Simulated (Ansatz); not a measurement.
`F[Si]Br` + HCl → `F[Si]Cl` + HBr at 400 K and 1 bar (ligand exchange at the Si–Br bond).

Calculated with Ansatz (gas phase, PBE0-D4/def2-TZVP geometries, no zero-point term in ΔE). CCSD(T)/CBS adds triple-zeta CCSD(T) − MP2 to the extrapolated MP2 energy (def2 sets, frozen cores). This one scheme is used for every species. For Br outer-core shells are correlated without core-valence functions, which leaves a few kJ/mol of doubt a bond. Scalar relativity is left out up to krypton.

```
  species  CCSD(T)/CBS energy (Eh)  H − E (kJ/mol)  S (J/(mol·K))
`F[Si]Br`              -2962.26094            26.4          302.2
      HCl               -460.38127            29.6          195.4
`F[Si]Cl`               -848.72390            26.7          290.0
      HBr              -2573.91920            27.6          207.2
```

H − E and S are ideal-gas, rigid-rotor, harmonic terms from PBE0-D4/def2-TZVP. 1 Eh = 2625.50 kJ/mol, R = 8.31446 J/(mol·K).

**Question.** By hand: ΔE, ΔH, ΔS and ΔG.

**Answer.** ΔE = (-848.72390) + (-2573.91920) − (-2962.26094) − (-460.38127) = -0.00089 Eh = -2.3 kJ/mol. Δ(H − E) = 26.7 + 27.6 − 26.4 − 29.6 = -1.7, so ΔH = -4.0 kJ/mol. ΔS = 290.0 + 207.2 − 302.2 − 195.4 = -0.4 J/(mol·K). ΔG = -4.0 − 400 × (-0.4)/1000 = -3.8 kJ/mol.

**Question.** By hand: the equilibrium constant, and the temperature at which ΔG would vanish if ΔH and ΔS stayed fixed.

**Answer.** log₁₀ K = −ΔG/(RT ln 10) = 0.5. ΔG = 0 at ΔH/ΔS = 10000 K, far beyond where these terms or the molecules hold.

The number of gas molecules stays the same, so ΔS is small and ΔH decides. The sign of ΔG lies within the doubt. A doubt of 5 kJ/mol in ΔE shifts log₁₀ K by 0.7 here. These are equilibria of isolated gas molecules and say nothing of rates. Largest T1 diagnostic: 0.014 (customary marks: 0.02 for closed shells, 0.045 for open ones).
